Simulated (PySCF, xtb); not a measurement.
Re(CO)5(Cl) (C5ClO5Re), SMILES [O+]#[C-]->[Re]([Cl])(<-[C-]#[O+])(<-[C-]#[O+])(<-[C-]#[O+])<-[C-]#[O+], multiplicity 1.

Harmonic wavenumbers (cm⁻¹) from GFN2-xTB (xtb) at its own minimum, in rising order: 26, 26, 42, 61, 61, 70, 76, 82, 82, 242, 271, 334, 334, 401, 407, 424, 424, 433, 467, 467, 479, 493, 499, 499, 518, 2091, 2123, 2124, 2139, 2210.

Problem. What does PBE0-D3(BJ)/def2-SVP (PySCF) give at its own minimum? (Estimate from the structure and the level; the computed values follow.)

Solution. 54, 69, 69, 83, 83, 86, 94, 101, 101, 318, 360, 360, 374, 426, 426, 444, 457, 492, 511, 554, 576, 576, 621, 621, 628, 2123, 2175, 2175, 2210, 2279. Paired by order, the mean absolute difference is 51 cm⁻¹ and the zero-point energies are 25.6 and 27.8 kcal/mol.
